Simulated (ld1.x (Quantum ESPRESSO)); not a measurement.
An all-electron radial function and its pseudo partner (Cl)

Columns: radius, all-electron u(r) and pseudo u(r) of the 3p shell (level -8.60 eV) of chlorine in the configuration [Ne] 3s2 3p5; PBE, scalar-relativistic, ultrasoft scheme, ld1.x (Quantum ESPRESSO) 7.5.

```json
{"r (bohr)": "0.080", "all-electron": "0.1456", "pseudo": "-0.0089"}
{"r (bohr)": "0.160", "all-electron": "0.3059", "pseudo": "-0.0350"}
{"r (bohr)": "0.240", "all-electron": "0.3601", "pseudo": "-0.0769"}
{"r (bohr)": "0.320", "all-electron": "0.3196", "pseudo": "-0.1323"}
{"r (bohr)": "0.400", "all-electron": "0.2186", "pseudo": "-0.1981"}
{"r (bohr)": "0.480", "all-electron": "0.0870", "pseudo": "-0.2709"}
{"r (bohr)": "0.560", "all-electron": "-0.0542", "pseudo": "-0.3472"}
{"r (bohr)": "0.640", "all-electron": "-0.1915", "pseudo": "-0.4233"}
{"r (bohr)": "0.720", "all-electron": "-0.3174", "pseudo": "-0.4961"}
{"r (bohr)": "0.800", "all-electron": "-0.4278", "pseudo": "-0.5628"}
{"r (bohr)": "0.880", "all-electron": "-0.5217", "pseudo": "-0.6215"}
{"r (bohr)": "0.960", "all-electron": "-0.5993", "pseudo": "-0.6708"}
{"r (bohr)": "1.040", "all-electron": "-0.6608", "pseudo": "-0.7102"}
{"r (bohr)": "1.120", "all-electron": "-0.7075", "pseudo": "-0.7399"}
{"r (bohr)": "1.200", "all-electron": "-0.7407", "pseudo": "-0.7604"}
{"r (bohr)": "1.280", "all-electron": "-0.7622", "pseudo": "-0.7729"}
{"r (bohr)": "1.360", "all-electron": "-0.7735", "pseudo": "-0.7783"}
{"r (bohr)": "1.440", "all-electron": "-0.7764", "pseudo": "-0.7779"}
{"r (bohr)": "1.520", "all-electron": "-0.7722", "pseudo": "-0.7724"}
{"r (bohr)": "1.600", "all-electron": "-0.7623", "pseudo": "-0.7623"}
{"r (bohr)": "1.680", "all-electron": "-0.7477", "pseudo": "-0.7477"}
{"r (bohr)": "1.760", "all-electron": "-0.7296", "pseudo": "-0.7296"}
{"r (bohr)": "1.840", "all-electron": "-0.7087", "pseudo": "-0.7087"}
{"r (bohr)": "1.920", "all-electron": "-0.6858", "pseudo": "-0.6858"}
{"r (bohr)": "2.000", "all-electron": "-0.6615", "pseudo": "-0.6615"}
{"r (bohr)": "2.080", "all-electron": "-0.6362", "pseudo": "-0.6362"}
```

Q: How many radial nodes do the two functions have?

A: The all-electron 3p function has n − l − 1 = 1; the pseudo-wave has 0, since the states of the same l below it are removed with the core.

Q: At about which radius was the pseudo-wave matched?

A: 1.60 bohr, where the columns begin to agree (steps of 0.08 bohr).

Q: Is the pseudo-wave norm-conserving?

A: No, it belongs to an ultrasoft set: the norm inside the radius is not constrained, and the difference is carried by the augmentation charge.
